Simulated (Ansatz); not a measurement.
`BB1BO1` + H₂ → `B1BO1` + BH₃  (hydrogenolysis of a B–B bond)

Calculated with Ansatz (gas phase, PBE0-D4/def2-TZVP geometries, no zero-point term in ΔE). CBS: MP2 limit from def2 TZ/QZ plus the TZ coupled-cluster correction, frozen cores. This one scheme is used for every species.

| species | CCSD/def2-TZVPP energy (Eh) |
| --- | --- |
| `BB1BO1` | -151.24172 |
| H₂ | -1.17233 |
| `B1BO1` | -125.88561 |
| BH₃ | -26.53580 |

Work out ΔE.

ΔE = (-125.88561) + (-26.53580) − (-151.24172) − (-1.17233) = -0.00736 Eh = -0.20 eV. CCSD(T)/CBS gives -0.13 eV.

Largest T1 diagnostic among the species: 0.017.

Leaving LDA and LC-ωPBE aside and taking each functional with its dispersion term where it has one, the values, not all of them listed here, spread over 0.32 eV, from BHLYP-D4 to PBE-D4. LDA lies +0.09 eV from PBE without D4. In def2-TZVPP, CCSD(T) changes the Hartree–Fock value by +0.28 eV (the triples alone add +0.05 eV) and MP2 by +0.25 eV.
